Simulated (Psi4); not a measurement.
Br₃Ga, charge +1, doublet, at a GFN2-xTB geometry (such geometries of metal compounds can be far from the true shape) (a state made from the parent by changing its charge; the spin is typed, not shown lowest); Psi4 1.11 with BHHLYP/def2-SVP.

Input for Psi4:
```
memory 2 GB

molecule mol {
1 2
Ga    0.000000    0.000000   -0.000000
Br    2.231348   -0.341555   -0.682882
Br   -0.795983   -1.010285    1.976775
Br   -1.435365    1.351840   -1.293893
}

set {
  basis def2-svp
  reference uks
}

energy('bhhlyp')
print_variables()
```

It wrote (shortened):

```
   => Loading Basis Set <=

    Name: DEF2-SVP
    Role: ORBITAL
    Keyword: BASIS

         ---------------------------------------------------------
                                   SCF
               by Justin Turney, Rob Parrish, Andy Simmonett
                          and Daniel G. A. Smith
                              UKS Reference
         ---------------------------------------------------------

  ==> Geometry <==

    Molecular point group: cs
    Full point group: Cs

    Geometry (in Angstrom), charge = 1, multiplicity = 2:

       Center              X                  Y                   Z               Mass
    ------------   -----------------  -----------------  -----------------  -----------------
         GA           0.000000000000    -0.000000000000     0.000000000000    68.925573500000
         BR           0.384929288290    -2.326742569360     0.000000000000    78.918337600000
         BR          -2.207483357527     0.830012857961     0.000000000000    78.918337600000
         BR           1.822554069237     1.496729711398     0.000000000000    78.918337600000

  Running in cs symmetry.

  Rotational constants: A =      0.02560  B =      0.02560  C =      0.01280 [cm^-1]
  Rotational constants: A =    767.58190  B =    767.58148  C =    383.79084 [MHz]
  Nuclear repulsion = 1206.452595863069746

  Charge       = 1
  Multiplicity = 2
  Electrons    = 135
  Nalpha       = 68
  Nbeta        = 67

  ==> Algorithm <==

  SCF Algorithm Type is DF.
  DIIS enabled.
  MOM disabled.
  Fractional occupation disabled.
  Guess Type is SAD.
  Energy threshold   = 1.00e-06
  Density threshold  = 1.00e-06
  Integral threshold = 1.00e-12

  ==> Primary Basis <==

  Basis Set: DEF2-SVP
    Blend: DEF2-SVP
    Number of shells: 48
    Number of basis functions: 128
    Number of Cartesian functions: 140
    Spherical Harmonics?: true
    Max angular momentum: 2

  ==> DFT Potential <==

   => LibXC <=

    Version 7.1.2
    S. Lehtola, C. Steigemann, M. J. T. Oliveira, and M. A. L. Marques,  SoftwareX 7, 1–5 (2018) (10.1016/j.softx.2017.11.002)

   => Composite Functional: BHANDHLYP <=

    BHandHLYP Hyb-GGA Exchange-Correlation Functional

    A. D. Becke,  J. Chem. Phys. 98, 1372 (1993) (10.1063/1.464304)
    Defined through Gaussian implementation.

    Deriv               =              1
    GGA                 =           TRUE
    Meta                =          FALSE

    Exchange Hybrid     =           TRUE
    MP2 Hybrid          =          FALSE

   => Exchange Functionals <=

    0.5000         Becke 88

   => Exact (HF) Exchange <=

    0.5000               HF

   => Correlation Functionals <=

    1.0000   Lee, Yang & Parr

   => LibXC Density Thresholds  <==

    XC_HYB_GGA_XC_BHANDHLYP:  1.00E-15

   => Molecular Quadrature <=

    Radial Scheme          =       TREUTLER
    Pruning Scheme         =           NONE
    Nuclear Scheme         =       TREUTLER

    Blocking Scheme        =         OCTREE
    BS radius alpha        =              1
    Pruning alpha          =              1
    Radial Points          =             75
    Spherical Points       =            302
    Total Points           =          84348
    Total Blocks           =            751
    Max Points             =            256
    Max Functions          =            104
    Weights Tolerance      =       1.00E-15

   => Loading Basis Set <=

    Name: (DEF2-SVP AUX)
    Role: JKFIT
    Keyword: DF_BASIS_SCF

  ==> Integral Setup <==

  SCF_SUBTYPE=INCORE selected. In-core MEM_DF algorithm will be used.
  Using in-core AOs.

  ==> MemDFJK: Density-Fitted J/K Matrices <==

    J tasked:                   Yes
    K tasked:                   Yes
    wK tasked:                   No
    Algorithm:                 Core
    Schwarz Cutoff:           1E-12
    Mask sparsity (%):      17.6758
    Fitting Condition:        1E-10

   => Auxiliary Basis Set <=

  Basis Set: (DEF2-SVP AUX)
    Blend: DEF2-UNIVERSAL-JKFIT
[...]

   -------------------------
    Irrep   Nso     Nmo
   -------------------------
     A'        88      88
     A"        40      40
   -------------------------
    Total     128     128
   -------------------------

  ==> Iterations <==

                           Total Energy        Delta E     RMS |[F,P]|

   @DF-UKS iter SAD: -9637.69551043739011   -9.63770e+03   0.00000e+00
   @DF-UKS iter   1: -9643.92255080952054   -6.22704e+00   3.16924e-02 ADIIS/DIIS
   @DF-UKS iter   2: -9639.36643271628964    4.55612e+00   5.82035e-02 ADIIS/DIIS
   @DF-UKS iter   3: -9645.76452039691503   -6.39809e+00   7.77133e-03 ADIIS/DIIS
   @DF-UKS iter   4: -9645.83914676440691   -7.46264e-02   2.34975e-03 ADIIS/DIIS
   @DF-UKS iter   5: -9645.85494914717128   -1.58024e-02   2.96781e-04 ADIIS/DIIS
   @DF-UKS iter   6: -9645.85532886717192   -3.79720e-04   1.42979e-04 ADIIS/DIIS
   @DF-UKS iter   7: -9645.85542346724105   -9.46001e-05   7.52137e-05 DIIS
   @DF-UKS iter   8: -9645.85545806428127   -3.45970e-05   1.07795e-05 DIIS
   @DF-UKS iter   9: -9645.85545912931411   -1.06503e-06   1.85202e-06 DIIS
   @DF-UKS iter  10: -9645.85545919230753   -6.29934e-08   1.00903e-06 DIIS
   @DF-UKS iter  11: -9645.85545920064214   -8.33461e-09   7.46013e-07 DIIS
  Energy and wave function converged.

  ==> Post-Iterations <==

   Electrons on quadrature grid:
      Nalpha   =   68.0000017523 ; deviation = 1.752e-06
      Nbeta    =   67.0000009403 ; deviation = 9.403e-07
      Ntotal   =  135.0000026927 ; deviation = 2.693e-06

   @Spin Contamination Metric:   8.519806046E-03
   @S^2 Expected:                7.500000000E-01
   @S^2 Observed:                7.585198060E-01
   @S   Expected:                5.000000000E-01
   @S   Observed:                5.000000000E-01

    Orbital Energies [Eh]
    ---------------------

    Alpha Occupied:

[...]
    Alpha Virtual:

[...]
    Beta Occupied:

[...]
      48Ap    -0.526151

    Beta Virtual:

[...]
      88Ap     3.584308

    Final Occupation by Irrep:
             Ap   App
    DOCC [    48,   19 ]
    SOCC [     1,    0 ]
    NA   [    49,   19 ]
    NB   [    48,   19 ]

  @DF-UKS Final Energy: -9645.85545920064214

   => Energetics <=

    Nuclear Repulsion Energy =           1206.4525958630697460
    One-Electron Energy =              -15810.3335519528554869
    Two-Electron Energy =                5135.8342486341471158
    DFT Exchange-Correlation Energy =    -177.8087517450026382
    Empirical Dispersion Energy =           0.0000000000000000
    VV10 Nonlocal Energy =                  0.0000000000000000
    Total Energy =                      -9645.8554592006421444

  UHF NO Occupations:
  HONO-2 :   47 Ap 1.9982161
  HONO-1 :   48 Ap 1.9981818
  HONO-0 :   49 Ap 1.0000000
  LUNO+0 :   50 Ap 0.0018182
  LUNO+1 :   51 Ap 0.0017839
  LUNO+2 :   52 Ap 0.0001758
  LUNO+3 :   53 Ap 0.0001731

Computation Completed

Properties will be evaluated at   0.000000,   0.000000,   0.000000 [a0]

Properties computed using the SCF density matrix

 Multipole Moments:

 ------------------------------------------------------------------------------------
     Multipole            Electronic (a.u.)      Nuclear  (a.u.)        Total (a.u.)
 ------------------------------------------------------------------------------------

 L = 1.  Multiply by 2.5417464519 to convert [e a0] to [Debye]
 Dipole X            :          0.0072852            0.0000000            0.0072852
 Dipole Y            :         -0.0050659            0.0000000           -0.0050659
 Dipole Z            :          0.0000000            0.0000000            0.0000000
 Magnitude           :                                                    0.0088734

 ------------------------------------------------------------------------------------

  Variable Map:
  ----------------------------------------------------------------------------
[...]
  Array Variable Map:
  ----------------------------------------------------------------------------
[...]
[...]
```
